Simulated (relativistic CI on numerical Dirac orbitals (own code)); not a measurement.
# Slater and spin-orbit integrals, Tc¹⁰⁺

Computed by Dirac-Coulomb-Breit CI, KLI orbitals optimised for each configuration, model QED (radiative potential, 1s self-energy scaled to tabulated hydrogen-like ionisation energies), unscaled Slater integrals (own radial code, finite nucleus).

Slater integrals F^k, G^k are unscaled and averaged over j, outside the closed core [Ar] 3d10; ζ comes from projecting the Hamiltonian with its Breit term on Σ l·s of the shell.

- 4s2.4p3: F^2(4p,4p) = 101440, ζ(4p) = 20532 cm⁻¹; <r>(4p) = 1.033, <r^2>(4p) = 1.203 (bohr units).
- 4s.4p4: F^2(4p,4p) = 101430, G^1(4s,4p) = 134340, ζ(4p) = 20472 cm⁻¹; <r>(4s) = 0.9737, <r^2>(4s) = 1.064, <r>(4p) = 1.033, <r^2>(4p) = 1.203 (bohr units).
- 4p5: ζ(4p) = 20421 cm⁻¹; <r>(4p) = 1.034, <r^2>(4p) = 1.205 (bohr units).

Averages of the first 10 configurations, taken without configuration mixing, which lowers the lowest level and can move excited configurations by several eV; other configurations of the list can lie among them:

| Configuration | Parity | States | Average energy above the lowest level (eV) |
| --- | --- | --- | --- |
| 4s2.4p3 | odd | 20 | 7.9 |
| 4s.4p4 | even | 30 | 42.2 |
| 4p5 | odd | 6 | 81.2 |
| 4s2.4p2.4d | even | 150 | 58.5 |
| 4s.4p3.4d | odd | 400 | 90.9 |
| 4s2.4p2.4f | odd | 210 | 107.6 |
| 4s.4p3.4f | even | 560 | 140.3 |
| 4p4.4d | even | 150 | 128.0 |
| 4s2.4p2.5s | even | 30 | 98.6 |
| 4s.4p2.4d2 | even | 1350 | 141.0 |
